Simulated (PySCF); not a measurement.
Compound: C₆H₁₀F₂.
Structure used (GFN2-xTB), in Å, numbered top down from 1:
```
atom  x, y, z in Å
C1     0.0148    2.1157    0.2130
C2    -0.0039    0.8050    0.0335
C3    -1.1681   -0.0302    0.4988
C4    -1.8497   -0.8030   -0.6276
F5    -1.1111   -1.9045   -0.9982
C6     1.1318    0.0905   -0.6491
C7     1.7927   -0.9646    0.2327
F8     2.2908   -0.3968    1.3823
H9     0.8453    2.7214   -0.1060
H10   -0.7946    2.6383    0.6938
H11   -1.9141    0.6197    0.9574
H12   -0.8367   -0.7453    1.2557
H13   -2.8230   -1.1860   -0.3053
H14   -1.9689   -0.1880   -1.5255
H15    0.7707   -0.4217   -1.5430
H16    1.8841    0.8216   -0.9495
H17    2.6422   -1.4240   -0.2828
H18    1.0888   -1.7418    0.5415
```

The closed-shell SCF was solved with PySCF and density fitting under several settings on one GFN2-xTB geometry (grid level 2 and gas phase unless stated).

| settings | basis functions | SCF cycles | E (Eh) | HOMO (eV) | LUMO (eV) | dipole (D) |
| --- | --- | --- | --- | --- | --- | --- |
| PBE0/IGLO-II, level shift 0.1 Eh | 236 | 10 | -433.9572 | -7.34 | 0.30 | 1.95 |
| PBE0/ANO-RCC-VDZP, fitting basis def2-qzvpp-jkfit | 162 | 10 | -433.9743 | -7.31 | 0.31 | 2.04 |

Task: Estimate the row for these settings: HSE06/def2-SVPD.

Result: 
| settings | basis functions | SCF cycles | E (Eh) | HOMO (eV) | LUMO (eV) | dipole (D) |
| --- | --- | --- | --- | --- | --- | --- |
| HSE06/def2-SVPD | 246 | 14 | -433.5815 | -7.01 | -0.21 | 1.97 |

Task: Over all rows, what range does the HOMO–LUMO gap span?

Result: From 6.80 eV (HSE06/def2-SVPD) to 7.64 eV (PBE0/IGLO-II, level shift 0.1 Eh). The functional of the narrowest has 25 % exact exchange at short range alone, that of the widest 25 % exact exchange.

Task: Compare two rows with the functional PBE0: PBE0/ANO-RCC-VDZP, fitting basis def2-qzvpp-jkfit and PBE0/IGLO-II, level shift 0.1 Eh. Which energy is lower, and by how much?

Result: PBE0/ANO-RCC-VDZP, fitting basis def2-qzvpp-jkfit (162 functions) lies 0.0171 Eh or 10.7 kcal/mol below PBE0/IGLO-II, level shift 0.1 Eh (236 functions). The smaller set gives the lower energy; the two sets aren't nested, so the variational bound doesn't order them by size.

Cycle counts include a coarse-grid stage where the run had one. ANO-RCC sets were contracted for a scalar-relativistic Hamiltonian, but ran non-relativistically here.

One conformer stands for the species.
